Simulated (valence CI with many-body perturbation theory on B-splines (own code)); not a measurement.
## A CI+MBPT run for Tl LXXVII

Calculated by configuration interaction combined with many-body perturbation theory (CI+MBPT): three valence electrons over a frozen Dirac-Fock core [He], a basis of 11 s, 11 p, 9 d, 7 f, 5 g, 2 h, 1 i functions for each j, with the one-electron correlation potential Σ1 (screened to all orders), the two-electron term Σ2, the three-electron term Σ3, Breit, model QED; selected single and double excitations, second order for the rest (own B-spline code, finite nucleus).

Command, and the settings that its task file holds:

```sh
python run_cv.py task.json out
```

```
atom Tl  Z=81  mass_number=205  rms_radius_fm=5.4759
core [He]
valence 2s2 2p1
avg = 1
basis = L
breit = 1
cap = 40000
capref = 1200
cscale = 1
de = 0.0
dress = 0
eps = 2e-08
h = 0.27
hh = 1
l2 = 3
lcore = 6
maxit = 60
n2 = 5
natural = 1
nlev = 60
nno = [7, 7, 6, 5, 4, 2, 1]
nroot = 26
nsp = [4, 4, 3, 2, 1, 0, 0]
pt2 = 1
qed = 1
rpa = 1
s1 = 1
s2 = 1
s3 = 1
screen = 1
tol = 2e-05
```

It took 100 s on 1 thread of Arm Neoverse V2 (shared host).

Log. The first blocks belong to the next ion, which gives the ionisation energy. Fields: 2J, parity (1 odd), roots, reference size, generating configurations, candidates as configurations/state functions, variational space P, stored matrix elements, Davidson steps; e2 is the range of second-order energies in hartree. The first line gives the box (bohr), its intervals, the orbitals and the steps of their self-consistent field. Window is the range of levels sought, series limit the energy at which the first omitted orbital would enter, core excitation an estimate of the first excitation out of the core, left out the lowest levels not solved, and shifts from estimates the range by which levels moved from their first estimate, all in cm⁻¹.

```
rmax 1.1 intervals 53 orbitals 81 references ['2s2 2p', '2s 2p2', '2p3'] scf 2 t 0.4
2J=0 par=0 roots 2 ref 18 generators 2 cand 364/364 P 358/358 nnz 0 it 0
2J=0 par=0 roots 2 ref 18 generators 3 cand 24/24 P 367/367 nnz 0 it 0
   second order: generators 3 cand 15/15 e2 -0.00000 -0.00000
2J=0 par=1 roots 2 ref 16 generators 2 cand 314/314 P 303/303 nnz 0 it 0
2J=0 par=1 roots 2 ref 16 generators 3 cand 27/27 P 316/316 nnz 0 it 0
   second order: generators 5 cand 14/14 e2 -0.00000 -0.00000
2J=2 par=1 roots 2 ref 41 generators 2 cand 828/828 P 758/758 nnz 0 it 0
2J=2 par=1 roots 2 ref 41 generators 2 cand 111/111 P 819/819 nnz 0 it 0
   second order: generators 2 cand 50/50 e2 -0.00000 -0.00000
reference levels 513, estimated 426, window 132067513 1/cm; series limit 159408357, core excitation 581165682
2J=1 par=1 roots 15 ref 48 generators 13 cand 6641/9836 P 5418/8000 nnz 5.8e+06 it 4
2J=1 par=1 roots 15 ref 48 generators 17 cand 4955/7325 P 6569/9840 nnz 8.6e+06 it 4
   second order: generators 19 cand 4693/6856 e2 -0.00001 -0.00000
2J=1 par=0 roots 16 ref 50 generators 15 cand 7184/10577 P 5348/7999 nnz 5.8e+06 it 4
2J=1 par=0 roots 16 ref 50 generators 20 cand 5056/7378 P 6714/10161 nnz 9.2e+06 it 4
   second order: generators 20 cand 3690/5216 e2 -0.00001 -0.00000
2J=3 par=1 roots 21 ref 72 generators 16 cand 10446/21058 P 4065/7999 nnz 6.5e+06 it 5
2J=3 par=1 roots 21 ref 72 generators 18 cand 8290/16771 P 8004/16512 nnz 2.4e+07 it 5
   second order: generators 21 cand 6348/12219 e2 -0.00002 -0.00000
2J=3 par=0 roots 19 ref 70 generators 13 cand 10436/21019 P 4040/7999 nnz 6.5e+06 it 5
2J=3 par=0 roots 19 ref 70 generators 16 cand 8274/16729 P 7938/16329 nnz 2.4e+07 it 5
   second order: generators 17 cand 4376/8399 e2 -0.00002 -0.00000
2J=5 par=0 roots 14 ref 66 generators 13 cand 11799/28161 P 3707/7998 nnz 6.8e+06 it 5
2J=5 par=0 roots 14 ref 66 generators 15 cand 9915/23869 P 7362/17146 nnz 2.8e+07 it 5
   second order: generators 19 cand 8717/22649 e2 -0.00001 -0.00000
2J=5 par=1 roots 13 ref 62 generators 10 cand 10567/25041 P 3710/7999 nnz 6.7e+06 it 4
2J=5 par=1 roots 13 ref 62 generators 13 cand 9916/23932 P 7312/17095 nnz 2.7e+07 it 5
   second order: generators 15 cand 7554/18778 e2 -0.00001 -0.00000
2J=7 par=1 roots 6 ref 43 generators 6 cand 8517/22668 P 3451/7999 nnz 7.4e+06 it 4
2J=7 par=1 roots 6 ref 43 generators 7 cand 6396/17442 P 5147/12730 nnz 1.8e+07 it 4
   second order: generators 8 cand 4700/12711 e2 -0.00001 -0.00001
2J=7 par=0 roots 5 ref 41 generators 5 cand 9908/27200 P 3425/7999 nnz 7.3e+06 it 5
2J=7 par=0 roots 5 ref 41 generators 5 cand 7729/21761 P 5334/13457 nnz 1.9e+07 it 5
   second order: generators 7 cand 5820/16303 e2 -0.00002 -0.00001
2J=9 par=1 roots 2 ref 20 generators 2 cand 5494/14994 P 2151/5047 nnz 3.2e+06 it 4
2J=9 par=1 roots 2 ref 20 generators 2 cand 4555/12467 P 2645/6469 nnz 5.4e+06 it 4
   second order: generators 3 cand 5413/15682 e2 -0.00002 -0.00000
2J=9 par=0 roots 2 ref 23 generators 2 cand 5440/14606 P 2910/7153 nnz 6.9e+06 it 4
2J=9 par=0 roots 2 ref 23 generators 3 cand 3785/9976 P 3525/8814 nnz 1e+07 it 4
   second order: generators 4 cand 3170/8315 e2 -0.00001 -0.00001
left out: unestimated 177580545, estimated 144591081, shifts from estimates -24 to 46
operators 0.1
```

The Davidson iterations converged.

The last digits are not significant, and no measured levels were compared; by estimate large intervals hold to a few tenths of a per cent, small ones and those within an open d or f shell to about a per cent.

- Valence energy: -2621.896 hartree
- Ionisation energy: 23248 eV (NIST: 23250 ± 110 eV (theoretical))
- Reference configurations for the orbitals: 2s2 2p, 2s 2p2, 2p3
- Radial orbitals: 81
- Box radius: 1.095 bohr
- Largest variational space: 17146
- Lowest levels: (2s^2 2p1/2) J=1/2 0.00, (2s 2p1/2^2) J=1/2 23.45, (2s^2 2p3/2) J=3/2 163.30, (2s 2p1/2 2p3/2) J=3/2 [a] 179.92, (2s 2p1/2 2p3/2) J=5/2 183.03, (2s 2p1/2 2p3/2) J=1/2 189.20, (2s 2p1/2 2p3/2) J=3/2 [b] 189.32, (2p1/2^2 2p3/2) J=3/2 213.48, (2s 2p3/2^2) J=5/2 344.52, (2s 2p3/2^2) J=1/2 353.64, (2s 2p3/2^2) J=3/2 353.67, (2p1/2 2p3/2^2) J=3/2 372.59, (2p1/2 2p3/2^2) J=5/2 374.23, (2p1/2 2p3/2^2) J=1/2 379.13 Ry

Levels are named by their leading jj configuration (3d3/2^4 stands for four electrons in 3d with j = 3/2), which in mixed levels can hold well under half, so a name can repeat and another be missing. Letters in brackets count levels of one name in rising energy.
